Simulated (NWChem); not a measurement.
AlHCl₂; SMILES [Cl][AlH][Cl]

```xyz
4

Al     0.0000     0.0000    -0.7337
H      0.0000     0.0000    -2.3116
Cl    -1.8059     0.0000     0.3485
Cl     1.8059     0.0000     0.3485
```
Atoms are numbered in this order, from 1.

Coordinates come from a PBE-D3(BJ)/def2-SVP optimisation.

Symmetry labels are those of C2v in the frame above (b1 and b2, or b-type labels, depend on it).

Question: List the 6 lowest vertical singlet excitations and the 6 lowest triplet ones from LDA (Slater exchange, VWN5)/6-31+G* (spherical d), TDA (NWChem).

Answer: 
| state | energy (eV) | oscillator strength | symmetry | leading excitation (squared amplitude) |
|---|---|---|---|---|
| S1 | 5.51 | 0.000 | a2 | HOMO → LUMO (1.00) |
| S2 | 5.62 | 0.007 | b2 | HOMO−1 → LUMO (0.98) |
| S3 | 6.08 | 0.018 | b1 | HOMO−2 → LUMO (0.69) |
| S4 | 6.45 | 0.105 | b1 | HOMO → LUMO+1 (0.69) |
| S5 | 6.49 | 0.000 | a2 | HOMO−2 → LUMO+1 (1.00) |
| S6 | 6.52 | 0.013 | a1 | HOMO−1 → LUMO+1 (0.55) |
| T1 | 5.37 | spin-forbidden | b2 | HOMO−1 → LUMO (0.99) |
| T2 | 5.41 | spin-forbidden | a2 | HOMO → LUMO (1.00) |
| T3 | 5.57 | spin-forbidden | b1 | HOMO−2 → LUMO (1.00) |
| T4 | 5.86 | spin-forbidden | a1 | HOMO−3 → LUMO (0.89) |
| T5 | 5.96 | spin-forbidden | a1 | HOMO−1 → LUMO+1 (0.88) |
| T6 | 6.05 | spin-forbidden | b1 | HOMO → LUMO+1 (1.00) |
